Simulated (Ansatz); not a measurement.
`[GeH3][S][GeH3]` + `C[SiH2]N` → `C[SiH2][NH][GeH3]` + `[SH][GeH3]` at 400 K and 1 bar (ligand exchange at a Ge–S bond).

Computed with Ansatz on PBE0-D4/def2-TZVP structures; ΔE is electronic, products minus reactants. CBS: MP2 limit from def2 TZ/QZ plus the TZ coupled-cluster correction, frozen cores. For Ge outer-core shells are correlated without core-valence functions, which leaves a few kJ/mol of doubt a bond. Scalar relativity is left out up to krypton. Each species was taken in one conformer, which may not be the lowest.

```
            species  CCSD(T)/CBS energy (Eh)  H − E (kJ/mol)  S (J/(mol·K))
  `[GeH3][S][GeH3]`              -4553.63258           160.1          391.2
         `C[SiH2]N`               -386.08232           236.0          334.0
`C[SiH2][NH][GeH3]`              -2463.39859           282.7          421.9
       `[SH][GeH3]`              -2476.30083           106.6          308.1
```

H − E and S are ideal-gas, rigid-rotor, harmonic terms from PBE0-D4/def2-TZVP, for one conformer and one mirror image of each species. 1 Eh = 2625.50 kJ/mol, R = 8.31446 J/(mol·K).

**Question.** By hand: ΔE, ΔH, ΔS and ΔG.

**Answer.** ΔE = (-2463.39859) + (-2476.30083) − (-4553.63258) − (-386.08232) = 0.01548 Eh = 40.6 kJ/mol. Δ(H − E) = 282.7 + 106.6 − 160.1 − 236.0 = -6.8, so ΔH = 33.8 kJ/mol. ΔS = 421.9 + 308.1 − 391.2 − 334.0 = 4.8 J/(mol·K). ΔG = 33.8 − 400 × (4.8)/1000 = 31.9 kJ/mol.

**Question.** By hand: the equilibrium constant, and the temperature at which ΔG would vanish if ΔH and ΔS stayed fixed.

**Answer.** log₁₀ K = −ΔG/(RT ln 10) = -4.2. ΔG = 0 at ΔH/ΔS = 7042 K, far beyond where these terms or the molecules hold.

The number of gas molecules stays the same, so ΔS is small and ΔH decides. A doubt of 5 kJ/mol in ΔE shifts log₁₀ K by 0.7 here. Other conformers and mirror images would add mixing entropy, several J/(mol·K) or more a flexible species. Modes under 60 cm⁻¹, often nearly free rotors, make the harmonic entropy too high. These are equilibria of isolated gas molecules and say nothing of rates. Largest T1 diagnostic: 0.011 (customary marks: 0.02 for closed shells, 0.045 for open ones).
